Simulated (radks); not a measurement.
Task: Ta XXIX, 45 electrons, occupied as [Kr] 4d9. Method: scalar-relativistic Kohn-Sham, LDA (Slater exchange, VWN5 correlation), spin-polarised, spherical densities, finite nucleus; open shells are filled with parallel spins first (spin-orbit coupling, left out, can overturn this in heavy ions); Fermi nuclear charge, rms radius 5.3507 fm; computed with a radial shooting solver on a logarithmic mesh with Libxc functionals. Some entries of the table are withheld. Estimate them.

| orbital | occ. | eigenvalue (Ry) | <r> (bohr) |
|---|---|---|---|
| 1s up | 1 | -5017.142 | 0.01868 |
| 1s down | 1 | -5017.139 | 0.01868 |
| 2s up | 1 | -921.9058 | 0.07904 |
| 2s down | 1 | -921.8390 | 0.07904 |
| 2p up | 3 | -817.2235 | 0.07062 |
| 2p down | 3 | -817.1675 | 0.07061 |
| 3s up | 1 | -266.8605 | 0.2043 |
| 3s down | 1 | -266.8162 | 0.2043 |
| 3p up | 3 | -235.6874 | 0.2041 |
| 3p down | 3 | -235.6406 | 0.2040 |
| 3d up | 5 | -199.3769 | 0.1847 |
| 3d down | 5 | -199.3168 | 0.1847 |
| 4s up | 1 | -105.4863 | 0.4313 |
| 4s down | 1 | -105.3421 | 0.4314 |
| 4p up | 3 | (1) | 0.4482 |
| 4p down | 3 | (2) | 0.4483 |
| 4d up | 5 | (3) | 0.4553 |
| 4d down | 4 | (4) | 0.4554 |

Result: 
(1) 4p up eigenvalue (Ry): -94.43612
(2) 4p down eigenvalue (Ry): -94.29439
(3) 4d up eigenvalue (Ry): -80.64516
(4) 4d down eigenvalue (Ry): -80.50411
